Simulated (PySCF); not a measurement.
# Telling isomers of C6H8F2O apart by NMR

PySCF 2.14 calculation with geometry: GFN2-xTB and PBE0/pcSseg-1 with gauge-including orbitals; no solvent model, single conformer, rapidly exchanging positions averaged, relativity neglected.

δ = σ(ref) − σ, references computed at the same level: 1H, 13C vs TMS. Splittings of carbon signals by F and P are missing where no couplings were computed. Where no couplings were computed, multiplicities follow the n + 1 count of equivalent neighbours, and m marks all less simple cases (inequivalent or close neighbours, rings, F or P nearby). Shifts are as computed. Against solution values, carbons near 30 ppm lie about +3 ppm off and those near 130 ppm about +5 ppm. Of 1211 compounds with measured shifts, 218 miss one by over three times the rms of a fit or turn the order of signals round; such compounds aren't used in these exercises.

(1) Tabulate the signals of `C=C/C=C(\OC)C(F)F`, `C[C@@H]1C=C[C@H]1OC(F)F`, `O=C1CCCCC1(F)F` and their relative energies.

(2) What is the quickest way to tell C[C@@H]1C=C[C@H]1OC(F)F from O=C1CCCCC1(F)F?

(3) What is the quickest way to tell C=C/C=C(\OC)C(F)F from C[C@@H]1C=C[C@H]1OC(F)F?

(4) What is the quickest way to tell C=C/C=C(\OC)C(F)F from O=C1CCCCC1(F)F?

## Answers

(1) 
| SMILES | carbon types | δC | δH | E rel. (kcal/mol) |
| --- | --- | --- | --- | --- |
| C=C/C=C(\OC)C(F)F | 1×C 3×CH 1×CH2 1×CH3 | 155.6, 137.6, 124.1, 118.9, 116.2, 57.3 | 7.13 (m, 1H), 6.68 (m, 1H), 6.15 (m, 1H), 5.53 (m, 1H), 5.46 (m, 1H), 4.00 (s, 3H) | 46.0 |
| C[C@@H]1C=C[C@H]1OC(F)F | 5×CH 1×CH3 | 154.9, 141.6, 125.6, 83.5, 50.5, 18.6 | 6.65 (m, 1H), 6.34 (m, 1H), 6.31 (m, 1H), 3.93 (m, 1H), 3.09 (m, 1H), 1.14 (d, 3H) | 40.6 |
| O=C1CCCCC1(F)F | 2×C 4×CH2 | 206.8, 124.2, 43.9, 43.2, 32.5, 26.2 | 2.65 (m, 2H), 2.19 (m, 2H), 1.89 (m, 2H), 1.85 (m, 2H) | 0.0 |

Energies are electronic energies at PBE0/pcSseg-1 on these geometries, without zero-point or thermal terms, each for the one conformer computed, which needn't be the lowest.

(2) Both give the same number of carbon signals, but DEPT or the intensities differ. The first has an alkene CH at 154.9 ppm, the second a ketone carbonyl carbon (C) at 206.8 ppm. In the proton spectra the most deshielded non-exchanging signals are 6.65 (m, 1H) and 2.65 (m, 2H).

(3) Both give the same number of carbon signals, but DEPT or the intensities differ. The first has an alkene carbon bearing oxygen (C) at 155.6 ppm, the second an allylic sp3 CH at 50.5 ppm. Their most deshielded carbons lie at 155.6 and 154.9 ppm. In the proton spectra the most deshielded non-exchanging signals are 7.13 (m, 1H) and 6.65 (m, 1H).

(4) Both give the same number of carbon signals, but DEPT or the intensities differ. The first has an alkene CH at 137.6 ppm, the second an sp3 CH2 α to a carbonyl at 43.9 ppm. Their most deshielded carbons lie at 155.6 and 206.8 ppm. In the proton spectra the most deshielded non-exchanging signals are 7.13 (m, 1H) and 2.65 (m, 2H).
